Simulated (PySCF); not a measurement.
## Gallium: highly charged ions in a basis for the neutral atom

Ga²¹⁺ [Ne], Ga²²⁺ [He] 2s2 2p5. Calculation: PySCF 2.14, in def2-SVP (5s4p3d, 32 functions); no relativity, point nucleus. No spin-orbit coupling, so a gap to NIST mixes the basis error with missing relativistic terms.

Changed run: basis of the neutral atom used for a highly charged ion. This setting is unsound on purpose.

```
species  method  sound run (hartree)  changed run (hartree)  converged
  Ga²¹⁺     UHF              not run            -1665.49837        yes
  Ga²¹⁺    MN15              not run            -1665.92385        yes
  Ga²¹⁺    PBE0              not run            -1665.56236        yes
  Ga²²⁺     UHF              not run            -1591.51977        yes
  Ga²²⁺    MN15              not run            -1591.82838        yes
  Ga²²⁺    PBE0              not run            -1591.58049        yes
```

Ionisation energy of Ga²¹⁺:

```json
{"method": "UHF", "changed run (eV)": "2013.1", "NIST (eV)": "2010 ± 1.1"}
{"method": "MN15", "changed run (eV)": "2016.2", "NIST (eV)": "2010 ± 1.1"}
{"method": "PBE0", "changed run (eV)": "2013.1", "NIST (eV)": "2010 ± 1.1"}
```

The contracted functions were made for the neutral atom and can be too rigid for a highly charged ion.
